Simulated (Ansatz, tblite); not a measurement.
Removing and adding an electron: Sn₁₃OH₁₈. Total charge 0; singlet. Geometry: r2SCAN-D4/def2-SVP. Ansatz, gas phase; energy differences of separate SCF runs; the oxidised species was run as a doublet alone; the reduced species was run as a doublet alone.

```
atom   x (Å)   y (Å)   z (Å)
 Sn1   3.379   0.492   0.155
 Sn2  -2.931  -1.901  -2.771
 Sn3   0.507   0.296  -2.294
 Sn4   0.395  -3.466   0.267
 Sn5   1.115   0.519   3.341
 Sn6  -1.318   1.054   0.039
 Sn7   0.959   4.443   0.112
 Sn8  -0.780  -3.646  -2.269
 Sn9   2.455  -1.963   1.202
Sn10   2.284   2.538   1.759
Sn11  -3.738  -0.234  -0.659
Sn12  -0.660   3.785  -2.269
Sn13  -0.648  -1.345   1.959
 O14   0.454   2.171  -2.872
 H15   2.445   0.407  -1.372
 H16   4.977   0.247  -0.451
 H17  -4.144  -2.903  -3.474
 H18  -2.331  -0.908  -4.054
 H19   0.293  -4.901   1.214
 H20   2.334  -0.118   4.391
 H21  -0.121   1.123   4.390
 H22  -1.594   2.017   1.459
 H23   2.358   5.422  -0.215
 H24   0.168   5.350   1.367
 H25   0.492  -3.469  -3.412
 H26  -1.273  -5.298  -2.308
 H27   3.206  -2.624   2.602
 H28   3.659   3.094   2.660
 H29  -4.998   0.738  -1.324
 H30  -4.453  -1.243   0.538
 H31  -1.723   2.621  -1.140
 H32  -0.768  -2.300   3.429
```

In the def2 sets Sn takes a core potential; there is no spin–orbit coupling. The xTB rows come from tblite. Single mean-field runs in def2-TZVP are fitted with def2-universal-jkfit. HOMO above LUMO, or a gap near zero within one spin, warns that the state may not be the lowest or that an electron is smeared out.

```json
{"level": "GFN1-xTB", "−HOMO (eV)": "9.71", "vertical IE (eV)": "11.36", "−LUMO (eV)": "8.52", "vertical EA (eV)": "7.01", "HOMO–LUMO gap (eV)": "1.19", "IE − EA (eV)": "4.35", "remarks": "–"}
{"level": "GFN2-xTB", "−HOMO (eV)": "10.34", "vertical IE (eV)": "11.78", "−LUMO (eV)": "9.16", "vertical EA (eV)": "7.77", "HOMO–LUMO gap (eV)": "1.17", "IE − EA (eV)": "4.01", "remarks": "–"}
{"level": "LDA (SPW92)/def2-TZVP", "−HOMO (eV)": "5.19", "vertical IE (eV)": "6.68", "−LUMO (eV)": "3.49", "vertical EA (eV)": "–", "HOMO–LUMO gap (eV)": "1.70", "IE − EA (eV)": "–", "remarks": "–"}
{"level": "PBE-D4/def2-TZVP", "−HOMO (eV)": "5.02", "vertical IE (eV)": "6.54", "−LUMO (eV)": "3.29", "vertical EA (eV)": "1.92", "HOMO–LUMO gap (eV)": "1.73", "IE − EA (eV)": "4.63", "remarks": "gap within one spin near zero (-1 doublet)"}
{"level": "PBE0-D4/def2-TZVP", "−HOMO (eV)": "5.67", "vertical IE (eV)": "6.71", "−LUMO (eV)": "2.74", "vertical EA (eV)": "1.86", "HOMO–LUMO gap (eV)": "2.93", "IE − EA (eV)": "4.85", "remarks": "–"}
```

Relaxing the oxidised species (r2SCAN-D4/def2-SVP) changes its energy by -0.68 eV at PBE-D4/def2-TZVP, so the adiabatic ionisation energy to this nearest minimum is 5.86 eV. On the way Sn1–O14 forms. At PBE0-D4/def2-TZVP it is 5.67 eV.  Run but left out: LDA (SPW92)/def2-TZVP (charge -1 doublet: an occupied level 0.01 eV above an empty one).   Raw xTB energy differences between charge states are shifted by several eV; the methods need an empirical correction for them. Sets without diffuse functions give affinities that are too small.
